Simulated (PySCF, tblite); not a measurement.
Isomers of C7H8ClOP, one GFN2-xTB conformer each. Single-point energies are computed at PBE0/pcSseg-1 (PySCF, gas phase, no added dispersion term), electronic only.

Task: Rank them by PBE0/pcSseg-1 energy, lowest first (kJ/mol).
A. `[CH3:1][P@@H:2](=[O:3])[c:4]1[cH:5][cH:6][c:7]([Cl:8])[cH:9][cH:10]1` with C1–P2–C4–C5 63°
B. `[CH3:1][O:2][c:3]1[cH:4][c:5]([Cl:6])[cH:7][c:8]([CH3:9])[p:10]1` with C1–O2–C3–C4 180°

Result: A (0.0), B (106.2).

As drawn, the lower has a P=O bond, which the higher lacks. GFN2-xTB itself gives, in the same order: 0.0, 164.0. Both levels put the same isomer lowest.

Task: Which frontier levels, dipoles and rotational constants go with these structures?

Result: 
```json
{"SMILES": "C[P@@H](=O)c1ccc(Cl)cc1", "HOMO (eV, PBE0/pcSseg-1)": "-7.57", "LUMO (eV)": "-1.26", "dipole (D)": "3.48", "A, B, C (MHz)": "3079, 442.4, 405.5"}
{"SMILES": "COc1cc(Cl)cc(C)p1", "HOMO (eV, PBE0/pcSseg-1)": "-6.71", "LUMO (eV)": "-1.45", "dipole (D)": "1.66", "A, B, C (MHz)": "1302, 749.2, 478.4"}
```

Task: What happens when harmonic zero-point energies from GFN2-xTB frequencies are added?

Result: 
```tsv
SMILES	ZPE (kJ/mol)	electronic (kJ/mol)	with ZPE (kJ/mol)
C[P@@H](=O)c1ccc(Cl)cc1	337.4	0.0	0.0
COc1cc(Cl)cc(C)p1	343.0	106.2	111.8
```

The zero-point energies span 5.6 kJ/mol. The order is unchanged.
